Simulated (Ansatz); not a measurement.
Ligand-field states of Cu(SH)2 (CuH2S2) at its PBE0-D4/def2-TZVP geometry (relaxed as a doublet).

```tsv
atom	x (Å)	y (Å)	z (Å)
Cu1	0.003	0.002	0.004
S2	-1.735	0.055	1.209
H3	-2.103	1.297	0.844
S4	1.738	-0.053	-1.205
H5	2.097	-1.301	-0.852
```

CASSCF(9,5) on the Cu 3d shell in def2-TZVP, averaged with equal weights over 5 doublets, then SC-NEVPT2; Ansatz, no spin–orbit coupling. The space holds no ligand orbitals and no second d shell, so covalent complexes are described poorly.

Question: Estimate the states' energies above the lowest.

Answer: 
```
    state  CASSCF (eV)  NEVPT2 (eV)
doublet 1         0.00         0.07
doublet 2         0.01         0.00
doublet 3         0.37         0.68
doublet 4         0.49         0.83
doublet 5         0.50         0.84
```
The lowest NEVPT2 state is a doublet. It took 9 s on 4 threads of Arm Neoverse V1 on a shared host.
